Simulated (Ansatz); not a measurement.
Ansatz results at the PBE0-D4/def2-TZVP geometry: HOMO–LUMO gap (PBE0/def2-TZVPP) 6.16 eV; size of the dipole moment (PBE/def2-TZVPP) 2.84 D; LUMO energy (ωB97M-V/def2-TZVPP) 0.55 eV.

Each molecule was computed in one conformer, which needn't be the lowest.

(1) Which molecule gave them?
A. `[NH2][Al]1[O][GaH]1`
B. `N=C[Si](O)(F)[SiH3]`
C. `CB/N=[CH]\[GaH2]`
D. `O[Si@@H]1[SiH2][Si@H]1[SiH3]`

Results:

(1) B. The others give `[NH2][Al]1[O][GaH]1`: 4.46, 2.39, 0.29; `O[Si@@H]1[SiH2][Si@H]1[SiH3]`: 5.06, 1.13, 0.32; `CB/N=[CH]\[GaH2]`: 4.36, 0.67, -0.08.
